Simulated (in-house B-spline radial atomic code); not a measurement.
Inner levels of rhenium as electrons are removed. A shift is the extra binding of the orbital against the neutral atom ([Xe] 4f14 5d3/2(4) 5d5/2(1) 6s2). The density at the nucleus is averaged over the nuclear charge. Computed with an all-electron radial atomic-structure program (B-spline basis): Dirac-Hartree-Fock, jj configuration that fills j = l - 1/2 first, finite nuclei.

A number in brackets counts the electrons of a j subshell.

| ion | configuration | shift of 1s1/2 (eV) | radius of 1s1/2 (bohr) | Σ<r²> (bohr²) | change of density at nucleus (bohr⁻³) |
| --- | --- | --- | --- | --- | --- |
| Re58+ | [Ne] 3s2 3p1/2(2) 3p3/2(3) | 4411.88 | 0.018033 | 0.31104 | -880.44 |
| Re59+ | [Ne] 3s2 3p1/2(2) 3p3/2(2) | ? | ? | ? | ? |
| Re60+ | [Ne] 3s2 3p1/2(2) 3p3/2(1) | ? | ? | ? | ? |
| Re61+ | [Ne] 3s2 3p1/2(2) | 4993.98 | 0.018027 | 0.18941 | 1887.52 |
| Re62+ | [Ne] 3s2 3p1/2(1) | 5210.81 | 0.018024 | 0.1547 | 1326.23 |
| Re63+ | [Ne] 3s2 | 5429.94 | 0.01802 | 0.12067 | 738.59 |
| Re64+ | [Ne] 3s1 | 5629.11 | 0.018019 | 0.083291 | -22275 |
| Re65+ | [He] 2s2 2p6 | 5829.95 | 0.018018 | 0.0465 | -45734.4 |
| Re66+ | [He] 2s2 2p1/2(2) 2p3/2(3) | 6287.78 | 0.018009 | 0.040282 | -43359.5 |
| Re67+ | [He] 2s2 2p1/2(2) 2p3/2(2) | 6750.16 | 0.017999 | 0.034215 | -40952.5 |
| Re68+ | [He] 2s2 2p1/2(2) 2p3/2(1) | 7217.11 | 0.017989 | 0.028296 | -38513.2 |
| Re69+ | [He] 2s2 2p1/2(2) | 7688.61 | 0.01798 | 0.02252 | -36041.6 |
| Re70+ | [He] 2s2 2p1/2(1) | ? | ? | ? | ? |
| Re71+ | [He] 2s2 | 8790.07 | 0.017949 | 0.013352 | -41434.9 |
| Re72+ | [He] 2s1 | 9249.11 | 0.017947 | 0.0070651 | -132840 |
| Re73+ | 1s2 | 9711.56 | 0.017939 | 0.00088467 | -225965 |
| Re74+ | 1s1 | 11155.3 | 0.017834 | 0.00043694 | -814461 |

(1) Fill in the row of Re59+.

(2) Fill in the row of Re60+.

(3) Fill in the row of Re70+.

Answers

(1) shift of 1s1/2 (eV): 4603.99; radius of 1s1/2 (bohr): 0.018031; Σ<r²> (bohr²): 0.26972; change of density at nucleus (bohr⁻³): 29.58.

(2) shift of 1s1/2 (eV): 4798.02; radius of 1s1/2 (bohr): 0.018029; Σ<r²> (bohr²): 0.22919; change of density at nucleus (bohr⁻³): 952.23.

(3) shift of 1s1/2 (eV): 8236.24; radius of 1s1/2 (bohr): 0.017964; Σ<r²> (bohr²): 0.017871; change of density at nucleus (bohr⁻³): -38661.4.
